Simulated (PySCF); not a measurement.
C2H3O3, SMILES COC([O])=O, multiplicity 2.

Geometry: r2SCAN-D4/def2-SVP. The geometry has at least one imaginary mode, so it is a saddle point at that level. The isomer is the one that the SMILES or the coordinates give; other isomers of the formula were not compared.

Two levels are set side by side: PBE/def2-TZVP (PySCF) and r2SCAN/def2-TZVP (PySCF). Same geometry, gas phase. Differences are taken from unrounded values.

```tsv
quantity	r2SCAN	PBE	PBE minus r2SCAN
α-spin orbital gap (eV)	8.34	7.57	-0.77
β-spin orbital gap (eV)	2.03	1.35	-0.68
dipole moment (D)	3.47	3.44	-0.03
mean polarisability (bohr³)	38.2	37.8	-0.4
```

Rough cost on one machine, each run with all the roots and properties that it gave: r2SCAN against PBE about 3 times.
